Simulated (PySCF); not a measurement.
Predicted microwave data (BHandHLYP/def2-SV(P) geometry optimisation, gas phase (PySCF 2.14.0)) for one isomer of C8H7N:

* Rotational constants: A = 3322, B = 1678, C = 1115 MHz
* Dipole components: |μa| = 3.64 D, |μb| = 1.13 D, |μc| = 0.00 D
* Inertial defect: 0.00 u·Å²
* κ: -0.49

Question: Which candidate fits, each taken in the one conformer that was computed?
A. `c1ccc2c[nH]cc2c1`
B. `NC1=CC=C2C=CC=C12`

Answer: B. It is NC1=CC=C2C=CC=C12, an asymmetric top, point group Cs. The candidates at the same level (rigid rotor, commonest isotopes):

```csv
SMILES,A (MHz),B (MHz),C (MHz),μa (D),μb (D),μc (D),Δ (u·Å²),point group,rotor
c1ccc2c[nH]cc2c1,3934,1619,1147,2.80,0.00,0.00,0.00,C2v,asymmetric top
NC1=CC=C2C=CC=C12,3322,1678,1115,3.64,1.13,0.00,0.00,Cs,asymmetric top
```

`c1ccc2c[nH]cc2c1` has A 18 % too high. In the right answer the mirror of this Cs structure is the ab plane, so μc vanishes by symmetry (the 0.02 D computed is a residue). No structure here is proved a minimum.

The values belong to the conformer `[NH2:1][C:2]1=[CH:3][CH:4]=[C:5]2[CH:6]=[CH:7][CH:8]=[C:9]12`: H–N1–C2–C3 1°, H–N1–C2–C3 180°.
